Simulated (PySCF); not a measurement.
# How methods differ on the ionisation energy of Re²⁺

Re²⁺ [Xe] 4f14 5d5 (6S) → Re³⁺ [Xe] 4f14 5d4 (5D), as a difference of total energies. Computed with PySCF 2.14 in aug-cc-pwCVDZ-PP with ECP60MDF, with a scalar-relativistic core potential. Correlated levels: valence and next inner shell: nothing frozen outside the core potential. The calculations carry no spin-orbit coupling.

```tsv
method	ionisation energy (eV)
UHF	27.264
MP2 (valence and next inner shell)	28.015
SCS-MP2 (valence and next inner shell)	27.699
CCSD (valence and next inner shell)	27.892
CCSD(T) (valence and next inner shell)	27.914
```

How much does correlation contribute at CCSD(T) (valence and next inner shell)?

27.914 − (27.264) = 0.650 eV, measured against UHF.

The reference lies between the lowest fine-structure levels, while these numbers refer to the centres of the terms.

Errors of the correlated levels include the incompleteness of this basis.

For comparison: 27 ± 1.6 eV (theoretical estimate listed by NIST; NIST Atomic Spectra Database, ionization energies).
